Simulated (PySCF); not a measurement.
**HfH4 at several levels of theory**

All levels use the PBE0 minimum (singlet; Hf–H 1.847 Å (×4); H–Hf–H 109.5° (×6)), basis [Hf def2-TZVP with ECP60, H def2-TZVP], scalar-relativistic core potentials, density fitting, no spin–orbit coupling, PySCF. For vertical energies the ionised species is a doublet (spins chosen at PBE0 and kept) and the electron-attached one a doublet. Atomisation goes to high-spin ground-configuration atoms, without zero-point energy. Open shells are unrestricted, also as the reference of the correlated levels. A dash marks a value that was not computed or is not defined at that level.

```xyz
5
charge 0 multiplicity 1, angstrom
Hf    0.0000    0.0000    0.0000
H     1.5081   -0.0001    1.0664
H    -1.5081    0.0000    1.0664
H     0.0000    1.5081   -1.0663
H     0.0000   -1.5080   -1.0664
```

```tsv
level	atomisation (kJ/mol)	vertical IP (eV)	vertical EA (eV)	−ε(HOMO) (eV)	gap (eV)
PBE0	1196	10.65	0.19	8.45	6.40
HF	965	10.96	-0.51	11.76	13.34
MP2	1146	11.12	-0.19	–	–
PBE	1200	10.27	0.15	7.12	4.05
B3LYP	1229	10.67	0.16	8.27	5.93
r2SCAN	1231	10.49	0.19	7.48	4.67
TPSSh	1286	10.59	0.10	7.89	5.42
HSE06	1193	10.64	0.20	8.05	5.58
PBEsol	1234	10.18	0.17	7.04	3.91
```

Without diffuse functions attachment energies tend to come out too low.

No spin–orbit coupling is included, which matters more the heavier the element.
